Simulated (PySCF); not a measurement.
## Structure revision by computed shifts

A compound C$_{3}$H$_{10}$N$_{2}$O$_{2}$Si$_{2}$ gives the data below (simulated from a calculation) and was assigned the structure `N[Si@@H]1CO[C@@H](C=O)[SiH2]N1`.

¹³C{¹H} NMR (computed): δ 122.2 (C), 62.4 (CH), 62.0 (CH3).

¹H NMR (500 MHz, computed): δ 5.29 (s, 3H), 5.13 (d, 1H), 3.64 (s, 3H), 3.42 (d, 1H), 1.07 (br s, 2H).

Theoretical values (PySCF 2.14.0 with density-fitted response routines): NMR shieldings at PBE0/pcSseg-1/GIAO, structure optimised with GFN2-xTB. Single conformer, rapidly exchanging positions averaged, no solvent model, no relativistic terms.

References, each an isolated molecule treated in the same way: ¹H (σ = 31.72 ppm) and ¹³C (σ = 186.93 ppm) vs TMS.

**Question.** Compare with the shifts computed for the proposed structure, pairing carbons in order of shift.

**Answer.** Numbering as in the mapped SMILES `[NH2:1][Si@@H:2]1[CH2:3][O:4][C@@H:5]([CH:6]=[O:7])[SiH2:8][NH:9]1` (H(Xn): hydrogen on atom n).

```csv
atom,computed for proposal,given list,difference
C6,209.8,122.2,+87.6
C5,86.8,62.4,+24.4
C3,63.3,62.0,+1.3
```

The rms difference is 52.5 ppm and the largest +87.6 ppm at C6 (aldehyde carbonyl carbon). The carbon types in order of shift don't match either: CH, CH, CH2 for the proposal against C, CH, CH3 in the data. The proposal doesn't fit.

**Question.** Which isomer fits?

**Answer.** `CO[C@@H](C#N)[Si@H](N)O[SiH3]`.

Carbon types of the structure: 1 × C, 1 × CH, 1 × CH3, leaving 6 H on heteroatoms. δC 122.2: nitrile carbon; C≡N carbons fall here, among the sp2 signals but without a proton. δC 62.4: sp3 CH bonded to O and Si, α to a nitrile; deshielded by the electronegative neighbour. δC 62.0: methyl carbon bonded to O; the inductive effect lowers its shielding. δH 3.64: hydrogen on a methyl carbon bonded to O; its carbon carries O, hence the downfield position.

The data come from this structure; uniqueness wasn't tested.

Exchangeable OH/NH protons stand at their gas-phase positions; hydrogen bonding in a real sample shifts them, mostly to higher δ. Shifts are as computed. Against solution values, carbons near 30 ppm lie about +3 ppm off and those near 130 ppm about +5 ppm. Of 1309 compounds with measured shifts, 239 miss one by over three times the rms of a fit or turn the order of signals round; such compounds aren't used in these exercises. No couplings were computed; multiplicities are counted from neighbouring protons, with m where these are inequivalent, close in shift, in a saturated or five-membered ring or joined by F or P, and br s for small geminal =CH2 splittings.
